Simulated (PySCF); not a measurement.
Si(H)2(Me)(NH2) (CH7NSi), SMILES C[SiH2]N.

Geometry: PBE0-D3(BJ)/def2-SVP. One conformer was computed; it need not be the lowest.

The numbers are results of PBE/def2-TZVPD (PySCF), not measurements.

total energy: -386.35873 hartree
point group: Cs
highest occupied level: -5.87 eV
lowest empty level: -0.57 eV
orbital gap: 5.31 eV
dipole moment: 1.47 D
quadrupole, principal values (traceless, Buckingham form, about the centre of nuclear charge): -5.06, 1.45, 3.61 D·Å
mean static polarisability: 53.7 bohr³ (7.96 Å³)
polarisability, principal values: 49.0, 51.8, 60.4 bohr³
